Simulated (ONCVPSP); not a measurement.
**Ti, ONCV: configuration errors across variants**

titanium, optimised norm-conserving Vanderbilt (ONCV), made with ONCVPSP 4.0.1 (PBEsol, scalar-relativistic). Core [Ne] 3s2, reference 3p6 3d2 4s1.5 4p0.5. Waves: 4s: rc 2.70 bohr, ncon 4, nbas 8, qcut 2.8 1/bohr, 2 projectors, debl 3.6 Ha; 3p+4p: rc 1.75 bohr, ncon 3, nbas 6, qcut 9.3 1/bohr, 2 projectors; 3d: rc 2.50 bohr, ncon 4, nbas 9, qcut 6.4 1/bohr, 2 projectors, debl 3.9 Ha; f scattering state at 0.09 Ha: rc 1.75 bohr, ncon 4, nbas 8, qcut 6.3 1/bohr, local. Local part: the f channel. Core correction: Teter function fitted to the true core (icmod 2), fcfact 0.5.

All-electron excitation energies from the reference (eV): (1) 3p6 3d2 4s2 4p0 -1.530; (2) 3p6 3d2 4s1 4p0 5.829; (3) 3p6 3d2 4s0 4p0 19.300; (4) 3p6 3d2 4s1 4p1 1.563.

1 further variants failed, have other tests or too few solved ones, and are left out.

Errors AE − PS in meV (a dash: test not solved or not reliable):

```tsv
change	(1)	(2)	(3)	(4)	bound ghosts	GHOST(+) flags above zero
base	-0.6	+0.3	+0.4	-0.9	none	s
all radii but the core radius scaled by about 0.86 (s 2.32, p 1.50, d 2.14, f 1.50 bohr)	-0.7	0.0	+1.6	-1.0	none	s
all radii but the core radius scaled by about 0.91 (s 2.48, p 1.60, d 2.28, f 1.60 bohr)	-0.6	+0.1	+1.5	-1.0	none	s
all radii but the core radius scaled by about 1.05 (s 2.84, p 1.84, d 2.62, f 1.84 bohr)	-0.6	+0.5	-1.5	-0.9	none	s
all radii but the core radius scaled by about 1.13 (s 3.04, p 1.98, d 2.82, f 1.98 bohr)	-0.6	+0.9	-6.6	-1.0	none	s
all radii but the core radius scaled by about 1.18 (s 3.18, p 2.06, d 2.94, f 2.06 bohr)	-0.7	+1.2	-11	-1.1	none	s
all radii but the core radius scaled by about 1.23 (s 3.34, p 2.16, d 3.08, f 2.16 bohr)	-0.7	+2.0	-17	-1.2	none	s
```

(1) Give the same row for: all radii but the core radius scaled by about 1.31 (s 3.54, p 2.30, d 3.28, f 2.30 bohr).

Results:

(1) -1.8, -3.3, -101, -2.4; bound ghosts: none; GHOST(+) flags above zero: s.
